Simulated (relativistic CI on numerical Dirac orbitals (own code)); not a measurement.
**Forbidden lines of Hg LXXIII**

Method of calculation: Dirac-Coulomb-Breit CI, KLI orbitals optimised for each configuration, model QED, unscaled Slater integrals (own radial code, finite nucleus).

Configurations in the expansion (outside the closed core 1s2): 2s2.2p4, 2s.2p5, 2p6, 2p5.3s, 2s2.2p3.3s, 2p5.3p, 2s2.2p3.3p, 2p5.3d, 2s2.2p3.3d, 2s.2p4.3s, 2s.2p4.3p, 2s.2p4.3d, 2s2.2p3.4s, 2s2.2p3.4p, 2s2.2p3.4d, 2s2.2p3.4f, 2s2.2p2.3s2, 2s2.2p2.3s.3p, 2s.2p4.4s, 2s2.2p3.5s, 2s2.2p2.3s.3d, 2s2.2p3.5p, 2s2.2p2.3p2, 2s.2p4.4p, 2s2.2p3.5d, 2s2.2p3.5f, 2s2.2p3.5g, 2s.2p4.4d, 2s.2p4.4f, 2s2.2p2.3p.3d, 2s.2p3.3s2, 2s2.2p2.3d2, 2s.2p3.3s.3p, 2s.2p3.3s.3d, 2s.2p3.3p2, 2s.2p3.3p.3d. Levels of other configurations are missing.

```
λ vac (Å)             Lower                  Upper  Type   A (s⁻¹)  log gf
   0.8403  2s2.2p4 3P_2 [1]  2s2.2p3.4f 3F_4 [150]    E2  1.28e+13   -1.92
   0.9095  2s2.2p4 3P_2 [1]   2s.2p4.3d 3F_4 [109]    E2  1.51e+13   -1.77
   0.9128  2s2.2p4 1S_0 [2]   2s.2p4.3d 1D_2 [112]    E2  1.92e+13   -1.92
   0.9181  2s2.2p4 3P_2 [1]   2s.2p4.3d 3F_4 [104]    E2  6.23e+12   -2.15
   0.9181  2s2.2p4 3P_2 [1]   2s.2p4.3d 3D_1 [103]    E2  6.56e+12   -2.60
   0.9184  2s2.2p4 3P_2 [1]   2s.2p4.3d 3D_2 [101]    E2  4.59e+12   -2.54
   0.9189  2s2.2p4 3P_2 [1]   2s.2p4.3d 3F_3 [100]    E2  2.58e+12   -2.64
   0.9190  2s2.2p4 3P_2 [1]    2s.2p4.3d 3D_2 [99]    E2  4.97e+12   -2.50
   0.9237  2s2.2p4 1S_0 [2]    2s.2p4.3d 3D_2 [99]    E2  7.20e+12   -2.34
   0.9269  2s2.2p4 3P_2 [1]    2s.2p4.3d 3F_4 [95]    E2  1.03e+13   -1.92
   0.9271  2s2.2p4 3P_2 [1]    2s.2p4.3d 5D_3 [92]    E2  4.95e+12   -2.35
   0.9273  2s2.2p4 3P_2 [1]    2s.2p4.3d 5D_2 [91]    E2  2.72e+12   -2.76
   0.9609  2s2.2p4 3P_1 [3]  2s2.2p3.3p 3D_3 [159]    E2  1.60e+12   -2.81
   0.9646  2s2.2p4 3P_2 [1]   2s2.2p3.3p 3D_3 [56]    E2  1.19e+12   -2.93
   0.9647  2s2.2p4 3P_2 [1]   2s2.2p3.3p 3F_4 [55]    E2  2.14e+12   -2.57
   1.1403  2s2.2p4 1D_2 [4]   2s2.2p3.3p 1D_2 [58]    E2  2.17e+12   -2.67
   1.1447  2s2.2p4 3P_2 [1]   2s2.2p3.3p 3D_3 [15]    E2  1.67e+12   -2.64
   1.2090  2s2.2p4 3P_2 [1]   2s2.2p3.3p 3D_2 [14]    E2  2.96e+12   -2.49
   1.2106  2s2.2p4 3P_1 [3]   2s2.2p3.3p 3F_2 [34]    E2  1.99e+12   -2.66
   1.2109  2s2.2p4 1D_2 [4]   2s2.2p3.3p 3F_3 [35]    E2  2.51e+12   -2.41
```

Terms are leading LS components. Brackets give the number of a level in order of energy, since labels repeat. The list gives strong lines, with weight on those to low levels, among the lowest 400 of 1883 levels, so that lines to higher ones, which can be the strongest, are missing. Levels whose partners in the same complex of configurations lie outside the list can be far off, and so can their lines. Rates are taken at the computed energies, electric ones in the length gauge.

At this charge energies of transitions that change n are usually good to better than 1 %, and those within a shell (Δn = 0) to a few per cent.

LS names give the leading component of a level, which can be under half, so a name can repeat, a term be missing and a line seem to break the LS rules.
